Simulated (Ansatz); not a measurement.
The cluster Ca2S⁺, relaxed as a doublet with UKS PBE-D4/def2-TZVP in Ansatz, starting from the GFN2-xTB geometry. Force threshold 0.02 eV/Å.

Another isomer (doublet) lies 0.05 eV lower at PBE0-D4/def2-TZVP.

Start:

Cartesian coordinates in Å:
```
Ca 2.1845 1.0778 0.4452
Ca -2.2217 -1.0790 -0.1560
S 0.0371 0.0012 -0.2892
```

Q: Estimate the energy that the relaxation releases and the steps that it takes.

A: 3.5 kJ/mol, in 3 steps; 6.5 s on 4 threads of Arm Neoverse V1 on a shared host. No frequencies were taken in this run, so the end may be a saddle point.

Q: Does the start keep its bonding and symmetry?

A: By distances, no bond broke or formed. The bond that changes most is Ca1–S3, from 2.51 to 2.45 Å (atoms count from 1). Point group C2v at the start, C2v at the end, both within 0.05 Å.

Q: Predict the relaxed structure.

A: 
```
atom    x (Å)    y (Å)    z (Å)
 Ca1   2.1284   1.0503   0.4377
 Ca2  -2.1666  -1.0520  -0.1481
  S3   0.0381   0.0017  -0.2896
```
Bond lengths (bridged metal pairs left out): 2 × Ca–S 2.45 Å.
